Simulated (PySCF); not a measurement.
Spinor energies of Sb (antimony, neutral)

Start: [Kr] 4d10 5s2 5p2 6s1; 5p3/2 filled at m_j = +1/2, +3/2; 6s1/2 filled at m_j = +1/2. Calculated with PySCF 2.14 in x2c-TZVPall-2c with one added diffuse shell each of s, p, d, f type (9s10p6d3f, 90 functions): generalised Hartree-Fock with the X2C-1e Hamiltonian and a Gaussian nucleus; one run each with spin-orbit coupling (SO) switched off, then screened by Boettger's factors. This is a chosen level, not necessarily the ground level.

```
spinor shell  electrons  ε, spin-free (eV)  ε, screened SO (eV)  weight of nominal j (screened SO)  rms radius, screened SO (bohr)
       1s1/2          2           -30647.7             -30644.7                              1.000                          0.0325
       2s1/2          2            -4761.9              -4761.0                              1.000                           0.133
       2p1/2          2            -4268.2              -4443.1                              1.000                           0.115
       2p3/2          4            -4268.2              -4188.8                              1.000                           0.120
       3s1/2          2            -977.15              -976.95                              1.000                           0.352
       3p1/2          2            -812.30              -845.57                              1.000                           0.345
       3p3/2          4            -812.30              -797.13                              1.000                           0.356
       3d3/2          4            -561.38              -567.19                              1.000                           0.329
       3d5/2          6            -561.38              -557.34                              1.000                           0.332
       4s1/2          2            -179.83              -179.80                              1.000                           0.843
       4p1/2          2            -126.88              -133.09                              1.000                           0.894
       4p3/2          4            -126.88              -124.06                              1.000                           0.922
       4d3/2          4            -47.546              -48.370                              0.993                            1.10
       4d5/2          6            -47.546              -47.006                              0.995                            1.11
       5s1/2          2            -19.526              -19.547                              0.999                            2.36
       5p3/2          2            -11.353              -11.274                              0.684                            2.97
       6s1/2          1             -2.653               -2.643                              0.999                            5.79
```

```tsv
quantity	spin-free	screened SO
E (hartree)	-6476.93925	-6478.59650
M_J	5/2	5/2
⟨J²⟩	8.768	8.767
⟨L²⟩	2.015	2.403
⟨S²⟩	3.753	3.505
```

Each row is a mean over spinors that exchange with the open shell spreads, by up to 4.088 eV (5s1/2).

Rows whose weight is well below 1 are mixtures of j = l ± 1/2: exchange outweighs spin-orbit coupling there, and the label is only the starting occupation.

Breit and QED terms are absent; they matter most for the inner s and p1/2 levels.

Densities and radii are taken from the X2C orbitals without a picture-change correction, which distorts them close to the nucleus.

Without spin-orbit coupling the j labels of p, d and f shells carry no meaning; the spin-free column gives the mean over the occupied spinors of each nl shell.
